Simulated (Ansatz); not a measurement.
One geometry of the cluster Cu3F3, several levels of theory.

```yaml
crystal:
  periodic: [false, false, false]
  atoms:
    - {symbol: Cu, position_ang: [-1.010329, -0.136063, 0.947889]}
    - {symbol: Cu, position_ang: [-0.157271, 0.885556, -1.063691]}
    - {symbol: Cu, position_ang: [1.168658, -0.748918, 0.114623]}
    - {symbol: F, position_ang: [1.555321, 0.209233, -1.460124]}
    - {symbol: F, position_ang: [0.240514, -1.364191, 1.636171]}
    - {symbol: F, position_ang: [-1.796892, 1.154373, -0.174858]}
basis:
  gaussian: {orbitals: def2-SVP, initial_orbitals: start.molden}
hamiltonian: {xc: pbe0, dispersion: d4}
scf: {omitted_lower_state_checks: [starts]}
output: {orbitals: {seedname: orbitals}}
```

The file start.molden holds the orbitals of an earlier run on this structure, at another level or in another basis.

```sh
$ ansatz run in.yaml --threads 4 --pin off --events-out ev --progress --plain --max-ram 4787MiB
```

Shortened log:

```
Functional definition: PBE0
  name "PBE0"
  cite "Adamo & Barone, J. Chem. Phys. 110, 6158 (1999) doi:10.1063/1.478522"
  cite "Perdew, Burke & Ernzerhof, Phys. Rev. Lett. 77, 3865 (1996) doi:10.1103/PhysRevLett.77.3865"
  parent pbe
  parameter a = 0.25
  parameter kappa = 0.804
  parameter beta = 0.06672455060314922
  exchange = (1 - a)*pbe_x(kappa = kappa, mu = beta*pi^2/3) + a*exact_x
  correlation = pbe_c(beta = beta)
these checks for a lower state are left out or cut short: starts
1432 factors; integrals over basis functions are off by at most 7.4e-4 eV
mean field evaluation 1: about -142023.6379 eV, gradient 1.7e1 eV
mean field evaluation 2: about -142024.0969 eV, gradient 4.7e-1 eV
mean field evaluation 4: about -142024.3489 eV, gradient 1.8e-3 eV
mean field -142024.34889770 eV, -5219.2985544291 hartree, gradient 2.2e-5 eV, S^2 0.000000; 0 other end points of the search recorded, 0 dependent functions left out
reference -142024.34895178 eV, -5219.2985564168 hartree; 57, 57 occupied and 78, 78 virtual orbitals, 1432 factors
Total energy: -142024.51523460 eV, -5219.3046671976 hartree
Checks for a lower state left out: starts
```

Hardware: 4 threads of Arm Neoverse V1 on a shared host. Wall time 2.9 s.

As the first input, with `gaussian: {orbitals: def2-TZVP, initial_orbitals: start.molden}`, `hamiltonian: {xc: pbe, dispersion: d4}` (abridged; 3.2 s):

```
Functional definition: PBE
mean field -142054.45197426 eV, -5220.4048220882 hartree, gradient 2.9e-5 eV, S^2 0.000000
Total energy: -142054.64855259 eV, -5220.4120462085 hartree
Checks for a lower state left out: starts
```

The first input with `gaussian: {orbitals: 6-31G}`, `hamiltonian: {xc: hf}` (abridged; 1.1 s):

```
Functional definition: HF
mean field evaluation 16: about -141890.1249 eV, gradient 1.3e-5 eV
mean field -141890.12492115 eV, -5214.3659142713 hartree, gradient 1.5e-5 eV, S^2 0.000000
Total energy: -141890.12492115 eV, -5214.3659142713 hartree
Checks for a lower state left out: starts
```

As the first input, with `correlation: {method: ccsd_t, frozen_orbitals: {Cu: 9, F: 1}}` and without the key `hamiltonian` (abridged; 24 s):

```
Functional definition: HF
mean field -141889.25881037 eV, -5214.3340852871 hartree, gradient 4.6e-6 eV, S^2 0.000000
30 core orbitals not correlated: weight in the atoms' cores, before any rotation towards them, 1.000 or more for the frozen orbitals, at most 0.000 for the correlated occupied ones
second order -41.82373004 eV of doubles, -0.00000000 eV of singles
cycle   1  -36.65169154 eV  change     5.2e0 eV  update   2.9e-1
cycle   2  -38.63208564 eV  change    -2.0e0 eV  update   1.4e-1
cycle   3  -38.87600204 eV  change   -2.4e-1 eV  update   5.9e-2
cycle   4  -38.89111694 eV  change   -1.5e-2 eV  update   3.3e-2
cycle   5  -38.82392758 eV  change    6.7e-2 eV  update   1.3e-2
cycle   6  -38.81810623 eV  change    5.8e-3 eV  update   6.0e-3
cycle   7  -38.82733431 eV  change   -9.2e-3 eV  update   2.4e-3
cycle   8  -38.82931277 eV  change   -2.0e-3 eV  update   8.4e-4
cycle   9  -38.82929619 eV  change    1.7e-5 eV  update   4.0e-4
cycle  10  -38.82973207 eV  change   -4.4e-4 eV  update   1.8e-4
cycle  11  -38.82962736 eV  change    1.0e-4 eV  update   8.3e-5
cycle  12  -38.82947378 eV  change    1.5e-4 eV  update   4.1e-5
cycle  13  -38.82946706 eV  change    6.7e-6 eV  update   2.3e-5
perturbative correction -1.40235548 eV, -0.0515356134 hartree
Total energy: -141929.49063291 eV, -5215.8125774954 hartree
Checks for a lower state left out: starts
```

Geometry: r2SCAN-D4/def2-SVP.

The 6-31G sets use Cartesian d functions. Correlated methods freeze 30 core orbitals. The structure comes from a short search, and lower isomers may exist.
